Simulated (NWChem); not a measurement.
Molecule: Si₂H₆O; SMILES O[SiH2][SiH3]

```xyz
9

Si    -0.5636     0.6991     0.0030
O      0.7180     1.7721    -0.0610
Si     0.1806    -1.5333    -0.0132
H     -1.4117     0.9125     1.2220
H     -1.3916     0.9790    -1.2037
H      1.3734     1.6996     0.6387
H      1.0849    -1.7823     1.1550
H      0.9440    -1.8338    -1.2638
H     -0.9798    -2.4740     0.0829
```
Atoms are numbered in this order, from 1.

All runs use the structure optimised with PBE0/def2-SVP.

Q: List the 6 lowest vertical singlet excitations from LRC-wPBEh/6-31+G* (spherical d), full TDDFT (NWChem).

A: 
```
state  energy (eV)  oscillator strength  leading excitation (squared amplitude)
-----  -----------  -------------------  --------------------------------------
S1            6.11                0.007                      HOMO → LUMO (0.92)
S2            7.28                0.002                    HOMO → LUMO+2 (0.44)
S3            7.35                0.012                    HOMO−1 → LUMO (0.82)
S4            7.54                0.058                    HOMO → LUMO+5 (0.69)
S5            7.70                0.389                    HOMO → LUMO+2 (0.42)
S6            8.10                0.015                    HOMO → LUMO+3 (0.54)
```
